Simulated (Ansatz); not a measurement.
Program: Ansatz. Geometries: PBE0-D4/def2-TZVP. ΔE: electronic, gas phase. CCSD(T)/CBS adds triple-zeta CCSD(T) − MP2 to the extrapolated MP2 energy (def2 sets, frozen cores). For Ge, Zn outer-core shells are correlated without core-valence functions, which leaves a few kJ/mol of doubt a bond. Scalar relativity is left out up to krypton. Each species was taken in one conformer, which may not be the lowest.

Consider the redistribution: `[NH2][Zn][CH2]C=O` + `[F][GeH2][SiH2]Cl` → `O=C[CH2][ZnH]` + `N[SiH](Cl)[GeH2][F]`.

```csv
species,CCSD(T)/CBS(def2) energy (Eh)
`[NH2][Zn][CH2]C=O`,-1987.36755
`[F][GeH2][SiH2]Cl`,-2927.24228
`O=C[CH2][ZnH]`,-1932.03338
`N[SiH](Cl)[GeH2][F]`,-2982.59271
```

(1) Work out ΔE.

Largest T1 diagnostic among the species: 0.016.

## Answers

(1) ΔE = (-1932.03338) + (-2982.59271) − (-1987.36755) − (-2927.24228) = -0.01626 Eh = -42.7 kJ/mol.

In def2-TZVPP, CCSD(T) changes the Hartree–Fock value by +9.9 kJ/mol (the triples alone add +0.9 kJ/mol) and MP2 by +11.7 kJ/mol. The D4 term adds −5.8 kJ/mol with B3LYP and −3.1 kJ/mol with PBE0; it sums over pairs of atoms, weighted by their polarisabilities, and B3LYP, whose exchange is more repulsive, gets the larger term. From PBE to PBE0 (25 % exact exchange), in def2-TZVPP and without D4, ΔE moves by −4.0 kJ/mol.

B3LYP here is the variant with VWN-RPA as its local correlation; programs differ in this.
